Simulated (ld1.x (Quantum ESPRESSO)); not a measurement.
**Reading a pseudo-wave (nitrogen (N))**

Columns: radius, all-electron u(r) and pseudo u(r) of the 2p shell (level -7.45 eV) of nitrogen in the configuration [He] 2s1.5 2p3.5; LDA (PZ), non-relativistic, ultrasoft scheme, ld1.x (Quantum ESPRESSO) 7.5.

```json
{"r (bohr)": "0.062", "all-electron": "0.0318", "pseudo": "0.0099"}
{"r (bohr)": "0.125", "all-electron": "0.1056", "pseudo": "0.0398"}
{"r (bohr)": "0.188", "all-electron": "0.1971", "pseudo": "0.0877"}
{"r (bohr)": "0.250", "all-electron": "0.2909", "pseudo": "0.1496"}
{"r (bohr)": "0.312", "all-electron": "0.3808", "pseudo": "0.2226"}
{"r (bohr)": "0.375", "all-electron": "0.4641", "pseudo": "0.3037"}
{"r (bohr)": "0.438", "all-electron": "0.5373", "pseudo": "0.3875"}
{"r (bohr)": "0.500", "all-electron": "0.5989", "pseudo": "0.4682"}
{"r (bohr)": "0.562", "all-electron": "0.6501", "pseudo": "0.5436"}
{"r (bohr)": "0.625", "all-electron": "0.6922", "pseudo": "0.6115"}
{"r (bohr)": "0.688", "all-electron": "0.7248", "pseudo": "0.6685"}
{"r (bohr)": "0.750", "all-electron": "0.7486", "pseudo": "0.7128"}
{"r (bohr)": "0.812", "all-electron": "0.7652", "pseudo": "0.7451"}
{"r (bohr)": "0.875", "all-electron": "0.7755", "pseudo": "0.7664"}
{"r (bohr)": "0.938", "all-electron": "0.7800", "pseudo": "0.7774"}
{"r (bohr)": "1.000", "all-electron": "0.7798", "pseudo": "0.7800"}
{"r (bohr)": "1.062", "all-electron": "0.7756", "pseudo": "0.7765"}
{"r (bohr)": "1.125", "all-electron": "0.7679", "pseudo": "0.7685"}
{"r (bohr)": "1.188", "all-electron": "0.7574", "pseudo": "0.7575"}
{"r (bohr)": "1.250", "all-electron": "0.7448", "pseudo": "0.7448"}
{"r (bohr)": "1.312", "all-electron": "0.7304", "pseudo": "0.7304"}
{"r (bohr)": "1.375", "all-electron": "0.7142", "pseudo": "0.7142"}
{"r (bohr)": "1.438", "all-electron": "0.6970", "pseudo": "0.6970"}
{"r (bohr)": "1.500", "all-electron": "0.6791", "pseudo": "0.6791"}
{"r (bohr)": "1.562", "all-electron": "0.6606", "pseudo": "0.6606"}
{"r (bohr)": "1.625", "all-electron": "0.6415", "pseudo": "0.6415"}
```

Task: How many radial nodes do the two functions have?

Result: The all-electron 2p function has n − l − 1 = 0; the pseudo-wave has 0.

Task: At about which radius was the pseudo-wave matched?

Result: 1.25 bohr, where the columns begin to agree (steps of 0.06 bohr).

Task: Is the pseudo-wave norm-conserving?

Result: No, it belongs to an ultrasoft set: the norm inside the radius is not constrained, and the difference is carried by the augmentation charge.
